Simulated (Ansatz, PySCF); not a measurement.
CHN, charge -1, doublet, at the geometry of the source list (a state made from the parent by changing its charge; the spin is typed, not shown lowest) (a gas-phase anion, which may not be bound at this level). Base run: CASSCF(3,5)/STO-3G (PySCF).

Here is a job for PySCF.
```python
from pyscf import gto, scf, mcscf
import numpy

mol = gto.M(
    atom='''
C     1.09350000    0.15500000    0.01820000
N    -0.05420000   -0.00080000   -0.00010000
H    -1.03930000   -0.15410000   -0.01810000
''',
    basis='sto-3g',
    charge=-1,
    spin=1,
    verbose=3,
)

mf = scf.ROHF(mol)
mf.kernel()
mc = mcscf.CASSCF(mf, 5, 3)
mc.fix_spin_(ss=0.75)
mc.kernel()
occ = numpy.linalg.eigvalsh(mc.fcisolver.make_rdm1(mc.ci, mc.ncas, mc.nelecas))[::-1]
ss = mc.fcisolver.spin_square(mc.ci, mc.ncas, mc.nelecas)[0]
print('natural occupations', occ.round(4), ' <S^2>', round(ss, 4))
```

Programs used: Ansatz (a first-principles code), PySCF; a row that names a program was run with it.

Variants of this job, named by their change:

```
change                                            ΔE vs base (kcal/mol)                 natural occupations  <S^2> of the state
------------------------------------------------  ---------------------  ----------------------------------  ------------------
base                                                              0.000            1.98 1.00 0.02 0.00 0.00                0.75
state_average = 2 states                                          -5.22                                   -                   -
orbitals = fixed (CASCI); correction = SC-NEVPT2                 -36.66            1.98 1.00 0.01 0.00 0.00                0.75
code = ansatz                                                     -6.95                                   -                   -
conv_tol = 1e-5                                                   0.000            1.98 1.00 0.02 0.00 0.00                0.75
active space = 3 electrons, 4 orbitals                            0.006                 1.98 1.00 0.02 0.00                0.75
correction = SC-NEVPT2                                           -35.80            1.98 1.00 0.02 0.00 0.00                0.75
orbitals = fixed (CASCI)                                           1.05            1.98 1.00 0.01 0.00 0.00                0.75
active space = 7 electrons, 7 orbitals                           -34.79  1.99 1.98 1.95 1.01 0.05 0.02 0.00                0.75
active space = 5 electrons, 6 orbitals                           -21.50       1.99 1.95 1.00 0.05 0.01 0.00                0.75
active space = 5 electrons, 4 orbitals                           -16.07                 1.98 1.95 1.01 0.05                0.75
```

Active orbitals are taken around the Fermi level unless the row says otherwise; CASSCF can end in different local minima, and two programs can end on different orbitals. State-averaged rows give the lowest state.

Open shells are given as the SCF converged; they aren't shown to be the lowest states, and a large step between rows can be another state.

A gas-phase anion may not be bound at this level; its values then depend on the basis.
